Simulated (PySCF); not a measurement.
The vertical singlet excitations below were computed for one of the candidates. Computed with PySCF, TDDFT PBE0/def2-SVPD, vertical, gas phase, core orbitals frozen in the response. Geometries: GFN2-xTB, one conformer each.

```tsv
state	E (eV)	λ (nm)	f
S1	5.87	211.4	0.0008
S2	7.17	173.0	0.011
S3	7.72	160.5	0.024
S4	7.87	157.6	0.032
S5	7.99	155.2	0.051
S6	8.34	148.7	0.057
S7	8.41	147.4	0.034
S8	8.46	146.6	0.027
```

Question: Which structure fits?
A. `C[C@@H]1CCC=C[S@]1=O`
B. `COC(=S)CC1CC1`
C. `CC[Si](O)(O)OC=O`

Answer: C. Its S1, at 5.87 eV, is the highest among the candidates; the nearest of the others has S1 at 4.72 eV. S1 is HOMO→LUMO (74%), HOMO-1→LUMO (22%). Löwdin shares by element: HOMO oxygen 54% or more, carbon 19% or more (atoms not listed hold the other 27%); LUMO oxygen 44% or more, carbon 40% or more, hydrogen 7% or more. At the same level the other candidates give, for their lowest levels:
- `COC(=S)CC1CC1`: 3.44 eV (f 0.001); 5.68 eV (f 0.127); 5.94 eV (f 0.022); 6.17 eV (f 0.063); 6.26 eV (f 0.034); T1 3.04 eV; HOMO -6.45, LUMO -1.26 eV
- `C[C@@H]1CCC=C[S@]1=O`: 4.72 eV (f 0.024); 5.66 eV (f 0.006); 5.74 eV (f 0.021); 6.19 eV (f 0.011); 6.46 eV (f 0.016); T1 4.01 eV; HOMO -6.55, LUMO -0.57 eV
Triplets come from the Tamm–Dancoff approximation.
